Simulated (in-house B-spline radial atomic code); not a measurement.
RPA and G0W0 for B III (B2+), [He] 2s1, highest spin, as one setting changes: the highest l of the empty states. Start: PBE0. A dash marks a level of low quasi-particle weight. Computed with an all-electron radial atomic-structure program (B-spline basis): all electrons, non-relativistic, point nucleus, each spin shell either full or empty, empty states to the listed l with an (l + 1/2)⁻⁴ tail; G0W0 by contour deformation at full frequency.

RPA overbinds a lone outer s electron by self-correlation, and G0W0 tends to as well.

| highest l of the empty states | RPA summed (Eh) | RPA extrapolated (Eh) | G0W0 level (eV) |
| --- | --- | --- | --- |
| 2 | -0.1163 | -0.12128 | 2s up -38.87 |
| 3 | ? | ? | ? |
| 4 | -0.12046 | -0.12169 | 2s up -38.88 |
| 5 | -0.12098 | -0.1217 | 2s up -38.88 |
| 6 | -0.12125 | -0.12171 | 2s up -38.88 |
| 7 | -0.1214 | -0.12171 | 2s up -38.88 |
| 8 | ? | ? | ? |
| 9 | -0.12154 | -0.12169 | 2s up -38.88 |
| 10 | -0.12158 | -0.12168 | 2s up -38.88 |
| 11 | -0.1216 | -0.12168 | 2s up -38.88 |

(1) What belongs in the row for 3?

(2) What belongs in the row for 8?

## Answers

(1) RPA summed (Eh): -0.11932; RPA extrapolated (Eh): -0.12161; G0W0 level (eV): 2s up -38.88.

(2) RPA summed (Eh): -0.12149; RPA extrapolated (Eh): -0.1217; G0W0 level (eV): 2s up -38.88.
